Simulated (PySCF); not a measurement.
C3H7BFNO, SMILES C/C=C/OB(N)F.

The structure is a stationary point at r2SCAN-D4/def2-SVP. The structure was generated by enumeration; whether it is a known compound was not checked. Other conformers were not sampled.

These are HF/def2-TZVP (PySCF) values and carry that method's errors.

- total energy = -371.41347 hartree
- point group = Cs
- highest occupied level = -9.03 eV
- lowest empty level = 3.30 eV
- orbital gap = 12.33 eV
- dipole moment = 1.17 D
- quadrupole, principal values (traceless, Buckingham form, about the centre of nuclear charge) = -6.83, -5.15, 11.98 D·Å
- mean static polarisability = 59.5 bohr³ (8.81 Å³)
- polarisability, principal values = 41.9, 52.3, 84.2 bohr³
